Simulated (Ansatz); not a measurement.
Consider the redistribution: `[NH]=[W](=[NH])([F])[Cl]` + `CO[SiH2]S[SiH3]` → `C[O][W](=[NH])(=[NH])[Cl]` + `F[SiH2]S[SiH3]`.

Calculated with Ansatz (gas phase, PBE0-D4/def2-TZVP geometries, no zero-point term in ΔE). CCSD(T)/CBS is the MP2 limit (def2-TZVPP, def2-QZVPP) plus CCSD(T) − MP2 in def2-TZVPP, frozen cores. This one scheme is used for every species. Functionals use def2-TZVPP. HSE06 is defined as in plane-wave codes. def2 core potentials past Kr. For W outer-core shells are correlated without core-valence functions, which leaves a few kJ/mol of doubt a bond. Each species was taken in one conformer, which may not be the lowest.

`[NH]=[W](=[NH])([F])[Cl]`:

Z-matrix (Å, degrees):
```
W
N 1 1.738
F 1 1.867 2 108.3
N 1 1.738 2 110.1 3 118.2
Cl 1 2.279 2 107.6 3 -124.9
H 2 1.008 1 155.2 3 -121.6
H 4 1.008 1 155.2 2 3.4
```

`CO[SiH2]S[SiH3]`:

Cartesian coordinates in Å:
```
C 0.411 0.560 -1.972
O 1.478 0.652 -1.054
Si 1.321 0.410 0.554
S 0.577 -1.539 1.023
Si -1.452 -0.988 1.404
H -0.003 -0.453 -1.994
H -0.392 1.264 -1.724
H 0.796 0.805 -2.963
H 0.370 1.394 1.142
H 2.681 0.542 1.113
H -2.204 -2.257 1.564
H -2.016 -0.215 0.268
H -1.569 -0.175 2.639
```

`C[O][W](=[NH])(=[NH])[Cl]`:

Cartesian coordinates in Å:
```
C 1.512 0.546 -1.217
O 0.645 -0.460 -0.760
W -0.899 -0.547 0.289
N -1.288 1.081 0.790
N -0.581 -1.565 1.669
Cl -2.695 -1.402 -0.856
H 2.455 0.496 -0.665
H 1.716 0.376 -2.277
H 1.069 1.538 -1.090
H -1.471 1.786 1.488
H -0.464 -1.849 2.628
```

`F[SiH2]S[SiH3]`:

Cartesian coordinates in Å:
```
F -2.204 -0.057 -0.486
Si -1.306 -0.648 0.697
S 0.226 0.701 1.245
Si 1.348 0.690 -0.586
H -2.160 -0.823 1.891
H -0.746 -1.925 0.200
H 2.753 0.990 -0.222
H 0.840 1.722 -1.521
H 1.248 -0.649 -1.219
```

(1) Is it downhill or uphill in electronic energy at CCSD(T)/CBS, and by how much? (Estimate.)

(2) What do these levels give: HSE06-D4, ωB97M-V, revPBE, BLYP, r2SCAN, r2SCAN0? (Estimate.)

Largest T1 diagnostic among the species: 0.020.

## Answers

(1) Computed: Downhill: ΔE = -24.8 kJ/mol.

(2) Ansatz gave: HSE06-D4 -18.5, ωB97M-V -17.1, revPBE -19.3, BLYP -22.7, r2SCAN -18.5, r2SCAN0 -19.6 kJ/mol.

Leaving LDA and LC-ωPBE aside and taking each functional with its dispersion term where it has one, the values, not all of them listed here, spread over 10.4 kJ/mol, from B2PLYP to revPBE-D4.
